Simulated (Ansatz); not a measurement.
C2H6BF can be A, `CBCF`, or B, `CB(C)F`.

Gas-phase electronic energies from Ansatz, PBE0-D4/def2-TZVP geometries. CBS: MP2 limit from def2 TZ/QZ plus the TZ coupled-cluster correction, frozen cores. Functionals use def2-TZVPP. B3LYP here is the variant with VWN-RPA as its local correlation; programs differ in this. One conformer a species, not always the lowest.

A:

Z-matrix (Å, degrees):
```
C
B 1 1.556
H 1 1.097 2 109.4
H 1 1.092 2 115.7 3 122.9
H 1 1.097 2 109.5 3 -114.0
C 2 1.557 1 120.1 3 -122.6
H 2 1.198 1 120.2 3 57.3
F 6 1.387 2 115.7 1 -180.0
H 6 1.101 2 109.7 1 -57.4
H 6 1.101 2 109.5 1 57.6
```

B:

```xyz
10

C     0.407    0.081   -1.334
B     0.002    0.546    0.102
C    -0.407   -0.407    1.271
F     0.004    1.860    0.351
H    -0.096   -0.840   -1.637
H     1.481   -0.147   -1.323
H     0.252    0.851   -2.092
H    -1.491   -0.572    1.207
H    -0.209    0.020    2.256
H     0.057   -1.393    1.198
```

Task: Which isomer does CCSD(T)/CBS put lower? Give the gap. (Estimate.)

Result: The calculation gave: B, by 61.2 kcal/mol.

Task: Give E(B) − E(A) in kcal/mol with B2PLYP, ωB97M-V, BLYP-D4, PBE-D4, MP2/def2-TZVPP, LDA (SPW92), B3LYP-D4. (Best estimate.)

Result: Computed: B2PLYP -60.9, ωB97M-V -60.5, BLYP-D4 -58.6, PBE-D4 -59.0, MP2/def2-TZVPP -63.2, LDA (SPW92) -60.7, B3LYP-D4 -59.6. None reverses the order clearly.

Task: Does the order hold for the free energy at 298.15 K (harmonic terms from PBE0-D4)? (Estimate.)

Result: Computed: Yes: G(B) − G(A) = -60.3 kcal/mol, for one conformer each. Modes under 60 cm⁻¹, often nearly free rotors, make the harmonic entropy too high.

Largest T1 diagnostic: 0.011.

At CCSD(T), def2-SVP lies −2.2 kcal/mol from the extrapolated value and def2-TZVPP −0.2 kcal/mol. From PBE to PBE0 (25 % exact exchange), in def2-TZVPP and without D4, E(B) − E(A) moves by −1.0 kcal/mol.
